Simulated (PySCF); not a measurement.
C3H9NO2Si.
Cartesian coordinates in Å at the PBE0-D3(BJ)/def2-SVP level; atoms count from 1:
```xyz
16
C3H9NO2Si angstrom
N      1.748    1.139    0.435
C      1.945   -0.228   -0.016
Si     0.253   -0.957   -0.357
O     -0.599   -1.279    1.049
C     -1.812   -0.552    1.048
C     -1.629    0.646    0.108
O     -0.783    0.227   -0.951
H      1.346    1.701   -0.312
H      2.624    1.577    0.708
H      2.610   -0.363   -0.898
H      2.394   -0.829    0.796
H      0.314   -2.129   -1.275
H     -2.636   -1.202    0.697
H     -2.050   -0.225    2.072
H     -2.591    0.994   -0.302
H     -1.152    1.482    0.651
```

Computed, not measured: core-valence-separated Tamm–Dancoff BHandHLYP/aug-pcX-1 (pcseg-1 on H, def2-SVPD on Si) in PySCF, non-relativistic, gas phase, PBE0-D3(BJ)/def2-SVP geometry. Absolute energies from this functional tend to lie a few eV below measured edges; no shift was applied.

(1) List the carbon K-edge absorption lines.

(2) Give energies, oscillator strengths and core holes at the O K edge.

(3) List the nitrogen K-edge absorption lines.

## Answers

(1) 
| E (eV) | f | core hole on | main final orbital |
| --- | --- | --- | --- |
| 285.73 | 0.0155 | C2 | LUMO (69 %) |
| 286.26 | 0.0028 | C2 | LUMO+2 (59 %) |
| 286.51 | 0.0353 | C2 | spread |
| 286.79 | 0.0325 | C6 | LUMO (31 %) |
| 286.86 | 0.0409 | C5 | spread |
| 287.01 | 0.0008 | C2 | spread |
| 287.12 | 0.0193 | C6 | LUMO+1 (50 %) |
| 287.19 | 0.0163 | C5 | LUMO+1 (42 %) |
| 287.43 | 0.0260 | C2 | spread |
| 287.54 | 0.0316 | C5 | spread |
| 287.61 | 0.0290 | C6 | spread |
| 287.84 | 0.0009 | C2 | LUMO+1 (42 %) |
| 288.10 | 0.0010 | C2 | spread |
| 288.21 | 0.0022 | C5 | LUMO (49 %) |
| 288.27 | 0.0057 | C2 | spread |

The first line with a tenth or more of the strongest one's intensity is at 285.73 eV (f = 0.015), with the hole on C2 (sp3 carbon bound to nitrogen). The strongest listed is at 286.86 eV (f = 0.041; C5).

(2) 
| E (eV) | f | core hole on | main final orbital |
| --- | --- | --- | --- |
| 532.82 | 0.0023 | O7 | LUMO (33 %) |
| 532.96 | 0.0027 | O4 | spread |
| 533.60 | 0.0180 | O4 | LUMO (33 %) |
| 533.70 | 0.0285 | O7 | spread |
| 533.76 | 0.0087 | O4 | LUMO+1 (47 %) |
| 533.88 | 0.0047 | O7 | LUMO+5 (36 %) |
| 534.08 | 0.0104 | O7 | LUMO+3 (33 %) |
| 534.18 | 0.0105 | O4 | LUMO+2 (35 %) |
| 534.32 | 0.0071 | O4 | LUMO (35 %) |
| 534.43 | 0.0043 | O7 | LUMO+4 (35 %) |
| 534.56 | 0.0008 | O7 | LUMO+2 (56 %) |

The first line with a tenth or more of the strongest one's intensity is at 533.60 eV (f = 0.018), with the hole on O4 (silyl ether oxygen). The strongest listed is at 533.70 eV (f = 0.028; O7).

(3) 
```csv
E (eV),f,core hole on,main final orbital
399.28,0.0094,N1,LUMO (77 %)
400.32,0.0310,N1,spread
400.93,0.0202,N1,spread
401.35,0.0056,N1,LUMO+4 (49 %)
401.58,0.0065,N1,LUMO+7 (48 %)
401.90,0.0030,N1,spread
402.04,0.0052,N1,LUMO+5 (36 %)
```

The first line with a tenth or more of the strongest one's intensity is at 399.28 eV (f = 0.009), with the hole on N1 (primary amine nitrogen). The strongest listed is at 400.32 eV (f = 0.031; N1).

Roots within 0.03 eV whose holes lie on the same, on equivalent or on shared atoms are summed into one line, and the highest roots are left out, as the search may have cut off their partners. Final orbitals are the ground state's empty Kohn–Sham orbitals.

What are the wavelength and the wavenumber of the 287.12 eV line?

λ = 12398.42 eV Å/287.12 eV = 43.182 Å; 2.3158 × 10⁶ cm⁻¹.

The list ends where the root search ended, not at a threshold.

The run took 17 s wall on an AMD EPYC 9B45 with one thread, no GPU, shared host with 96 logical CPUs at a one-minute load of 21, and the process peaked at 0.99 GiB of memory.

One conformer stands for the species.
